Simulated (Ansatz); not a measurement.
Reaction (atomization): `BN1[SiH2]C1F` → B• + C• + F• + 5 H• + N• + Si•

Gas-phase electronic energies from Ansatz, PBE0-D4/def2-TZVP geometries. CCSD(T)/CBS adds triple-zeta CCSD(T) − MP2 to the extrapolated MP2 energy (def2 sets, frozen cores). This one scheme is used for every species, atoms too. DFT in def2-TZVPP. Open shells (•) are unrestricted, without spin–orbit coupling. Spin–orbit coupling would lower the free atoms: a little for B, C, F, Si.

CCSD(T)/CBS gives +854.4 kcal/mol.

Question: Another level gave +863.5 kcal/mol. Which?
A. ωB97M-V/def2-TZVPP
B. r2SCAN-D4/def2-TZVPP
C. B2PLYP/def2-TZVPP
D. r2SCAN/def2-TZVPP

Answer: A. ωB97M-V 863.5, B2PLYP 850.4, r2SCAN-D4 861.6, r2SCAN 860.5 kcal/mol.

Largest T1 diagnostic among the species: 0.014.

From PBE to PBE0 (25 % exact exchange), in def2-TZVPP and without D4, ΔE moves by −18.4 kcal/mol: exact exchange takes away binding that semilocal exchange gives to molecules. The D4 term adds +7.5 kcal/mol with B3LYP and +3.9 kcal/mol with PBE0; it sums over pairs of atoms, weighted by their polarisabilities, and B3LYP, whose exchange is more repulsive, gets the larger term.

B3LYP here is the variant with VWN-RPA as its local correlation; programs differ in this.

For atomizations the MP2-based limit and the directly extrapolated one differ by several kJ/mol either way, and by 10 to 25 for some Ge, Se and Sn compounds, so smaller differences from it don't rank the levels.
